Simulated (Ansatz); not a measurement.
C₂H₆INSi (`N=C([SiH3])CI`) at its PBE0-D4/def2-TZVP geometry, where that method's forces vanish. The species carries charge 0 and has multiplicity 1. I takes the def2 core potential.

```xyz
11

N     0.5957    0.3021    1.6603
C     0.0943    0.0354    0.5241
Si    0.1693    1.4345   -0.7673
C    -0.5226   -1.2815    0.1776
I     0.6151   -2.2180   -1.3876
H     0.5489   -0.5007    2.2964
H    -0.8473    1.1872   -1.8245
H     1.5175    1.4793   -1.3831
H    -0.1195    2.7122   -0.0748
H    -0.5282   -1.9762    1.0176
H    -1.5233   -1.1741   -0.2388
```

What forces (eV/Å) does B3LYP-D4/def2-TZVPP give on these atoms in Ansatz 0.2.0? (Estimate.)

The calculation gave: 
```
N1   0.065 -0.030  0.172
C2  -0.043  0.094 -0.114
Si3  0.000  0.147 -0.091
C4  -0.294 -0.007  0.231
I5   0.201 -0.221 -0.281
H6   0.018  0.028  0.032
H7   0.071  0.020  0.072
H8  -0.094  0.001  0.041
H9   0.018 -0.080 -0.053
H10 -0.017  0.061 -0.061
H11  0.074 -0.014  0.053
```

B3LYP here is the variant with VWN-RPA as its local correlation; programs differ in this.
